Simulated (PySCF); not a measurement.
singlet silylene (H$_{2}$Si), singlet, at a GFN2-xTB geometry; BLYP/cc-pVDZ in PySCF.

Input for PySCF:
```python
from pyscf import gto, scf, dft

mol = gto.Mole()
mol.atom = '''
    Si   -0.006668   -0.002780    0.122759
    H     0.047787    1.131724   -0.834069
    H     0.045568   -1.092808   -0.884561
'''
mol.basis = 'cc-pvdz'
mol.charge = 0
mol.spin = 0
mol.verbose = 4
mol.build()

mf = dft.RKS(mol)
mf.xc = 'blyp'
mf.grids.atom_grid = (99, 590)
mf.grids.prune = None
mf.kernel()
```

Output, abridged:

```
PySCF version 2.14.0

[INPUT] verbose = 4
[INPUT] num. atoms = 3
[INPUT] num. electrons = 16
[INPUT] charge = 0
[INPUT] spin (= nelec alpha-beta = 2S) = 0
[INPUT] symmetry False subgroup None
[INPUT] Mole.unit = angstrom
[INPUT] Symbol           X                Y                Z      unit          X                Y                Z       unit  Magmom
[INPUT]  1 Si    -0.006668000000  -0.002780000000   0.122759000000 AA   -0.012600693799  -0.005253438626   0.231980889325 Bohr   0.0
[INPUT]  2 H      0.047787000000   1.131724000000  -0.834069000000 AA    0.090304342315   2.138648408597  -1.576161978990 Bohr   0.0
[INPUT]  3 H      0.045568000000  -1.092808000000  -0.884561000000 AA    0.086111040044  -2.065107826734  -1.671578030471 Bohr   0.0

nuclear repulsion = 10.214761496596
number of shells = 11
number of NR pGTOs = 55
number of NR cGTOs = 28
basis = cc-pvdz
ecp = {}

******** <class 'pyscf.dft.rks.RKS'> ********
method = RKS
initial guess = minao
damping factor = 0
level_shift factor = 0
DIIS = <class 'pyscf.scf.diis.CDIIS'>
diis_start_cycle = 1
diis_space = 8
diis_damp = 0
SCF conv_tol = 1e-09
SCF conv_tol_grad = None
SCF max_cycles = 50
direct_scf = True
direct_scf_tol = 1e-13
XC library pyscf.dft.libxc version 7.1.2
    S. Lehtola, C. Steigemann, M. J. T. Oliveira, and M. A. L. Marques,  SoftwareX 7, 1–5 (2018)
XC functionals = blyp
    A. D. Becke,  Phys. Rev. A 38, 3098 (1988)
    C. Lee, W. Yang, and R. G. Parr,  Phys. Rev. B 37, 785 (1988)
    B. Miehlich, A. Savin, H. Stoll, and H. Preuss,  Chem. Phys. Lett. 157, 200 (1989)
radial grids:
    Treutler-Ahlrichs [JCP 102, 346 (1995); DOI:10.1063/1.469408] (M4) radial grids

becke partition: Becke, JCP 88, 2547 (1988); DOI:10.1063/1.454033
pruning grids: None
grids dens level: 3
symmetrized grids: False
atomic radii adjust function: <function treutler_atomic_radii_adjust>
User specified grid scheme (99, 590)
small_rho_cutoff = 0
Set gradient conv threshold to 3.16228e-05
Initial guess from minao.
tot grids = 175232
init E= -290.479992597052
  HOMO = -0.21895091567087  LUMO = -0.138107589048725  gap/eV = 2.19986
cycle= 1 E= -290.591624138648  delta_E= -0.112  |g|= 0.129  |ddm|= 1.28
  HOMO = -0.19614815122411  LUMO = -0.141806889954632  gap/eV = 1.47870
cycle= 2 E= -290.595691324014  delta_E= -0.00407  |g|= 0.0752  |ddm|= 0.263
  HOMO = -0.193499529573106  LUMO = -0.13662805200881  gap/eV = 1.54755
cycle= 3 E= -290.598242501747  delta_E= -0.00255  |g|= 0.0158  |ddm|= 0.16
  HOMO = -0.197741433669885  LUMO = -0.139189657775356  gap/eV = 1.59327
cycle= 4 E= -290.598380725517  delta_E= -0.000138  |g|= 0.000676  |ddm|= 0.0395
  HOMO = -0.197530253609307  LUMO = -0.138980121145818  gap/eV = 1.59323
cycle= 5 E= -290.598380936345  delta_E= -2.11e-07  |g|= 0.000189  |ddm|= 0.00186
  HOMO = -0.197566043340752  LUMO = -0.139027511781337  gap/eV = 1.59291
cycle= 6 E= -290.598380952826  delta_E= -1.65e-08  |g|= 2.82e-05  |ddm|= 0.000351
  HOMO = -0.197560661439841  LUMO = -0.139021261365312  gap/eV = 1.59294
cycle= 7 E= -290.598380953201  delta_E= -3.75e-10  |g|= 8.01e-07  |ddm|= 5.58e-05
  HOMO = -0.197560952102457  LUMO = -0.139021588273048  gap/eV = 1.59294
Extra cycle  E= -290.598380953201  delta_E= -1.71e-13  |g|= 5.1e-07  |ddm|= 2.55e-06
converged SCF energy = -290.598380953201
```
